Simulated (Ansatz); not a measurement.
A nudged elastic band was laid between two geometries of C3H11FSi2 (17 atoms, charge 0, multiplicity 1).

These are results of Ansatz 0.2.0, RKS PBE-D4/6-31G*, not measurements.

* movable images: 5
* climbing image: yes
* spring: 5.0 eV/Å²
* optimiser: quadratic models (default)
* start path: through a guess of the saddle point
* force threshold: 0.05 eV/Å
* iteration limit: 60
* end points: relaxed

Image 0:

```xyz
17
Properties=species:S:1:pos:R:3
C -1.307 -1.099 -0.295
C -0.023 -0.680 0.414
C 0.838 -1.876 0.809
F -0.409 -0.022 1.631
Si 0.963 0.680 -0.545
Si -0.242 2.685 -0.375
H -1.885 -1.784 0.352
H -1.079 -1.623 -1.238
H -1.944 -0.229 -0.528
H 1.196 -2.412 -0.086
H 1.715 -1.558 1.396
H 0.247 -2.583 1.421
H 2.322 0.826 0.081
H 1.162 0.273 -1.982
H -1.689 2.440 -0.695
H 0.274 3.720 -1.334
H -0.157 3.242 1.014
```

Image 6:

```xyz
17
Properties=species:S:1:pos:R:3
C -1.266 -1.112 -0.403
C -0.037 -0.690 0.397
C 0.818 -1.881 0.818
F -0.514 -0.070 1.601
Si 0.985 0.708 -0.466
Si -0.265 2.689 -0.329
H -1.870 -1.825 0.186
H -0.969 -1.605 -1.344
H -1.903 -0.247 -0.652
H 0.202 -2.612 1.374
H 1.242 -2.390 -0.064
H 1.650 -1.564 1.468
H 2.298 0.864 0.250
H 1.284 0.334 -1.894
H -1.691 2.423 -0.723
H 0.277 3.749 -1.246
H -0.262 3.229 1.070
```

(1) What changes between the two ends?

(2) Give the energies along the band, and the barrier.

(3) What is the geometry of the highest image?

(4) What are the harmonic wavenumbers there?

The band took 6 iterations and about 2.6 core-minutes.

## Answers

(1) No bond is made or broken. The dihedral Si5–C2–C3–H11 goes from 56 to -65°. The two ends are copies of one structure, up to a mirror image or an exchange of like atoms.

(2) It converged. The highest image is number 3 of 0 to 6, 14.6 kJ/mol above the ends, which have the same energy within 2 meV. A vibrational analysis at the climbing image gives one clearly imaginary mode, 241i cm⁻¹: a first-order saddle point.

| image | path coordinate (Å) | energy (kJ/mol) | dihedral Si5–C2–C3–H11 (°) |
| --- | --- | --- | --- |
| 0 | 0.00 | 0.0 | 56 |
| 1 | 0.67 | 2.6 | 39 |
| 2 | 1.33 | 10.1 | 18 |
| 3 | 2.00 | 14.6 | -4 |
| 4 | 2.62 | 10.4 | -25 |
| 5 | 3.25 | 3.0 | -46 |
| 6 | 3.87 | 0.0 | -65 |

(3) 
```xyz
17
Properties=species:S:1:pos:R:3
C -1.300 -1.076 -0.316
C -0.021 -0.698 0.424
C 0.852 -1.929 0.752
F -0.431 -0.103 1.668
Si 0.971 0.717 -0.436
Si -0.282 2.700 -0.397
H -1.872 -1.812 0.277
H -1.061 -1.532 -1.293
H -1.945 -0.199 -0.490
H 0.423 -2.856 0.335
H 1.890 -1.841 0.387
H 0.895 -2.032 1.848
H 2.265 0.904 0.304
H 1.310 0.314 -1.848
H -1.631 2.478 -1.020
H 0.410 3.790 -1.165
H -0.492 3.173 1.010
```

(4) 241i, 40, 93, 107, 199, 227, 270, 329, 358, 376, 417, 431, 512, 561, 600, 685, 748, 829, 848, 897, 905, 910, 915, 942, 989, 1121, 1160, 1183, 1372, 1387, 1461, 1466, 1475, 1479, 2149, 2170, 2174, 2183, 2198, 2979, 2990, 3055, 3060, 3070, 3083 cm⁻¹.

The run took 80 s on 2 threads of Intel(R) Xeon(R) Platinum 8488C (Sapphire Rapids) (shared host), peak memory 0.21 GiB.
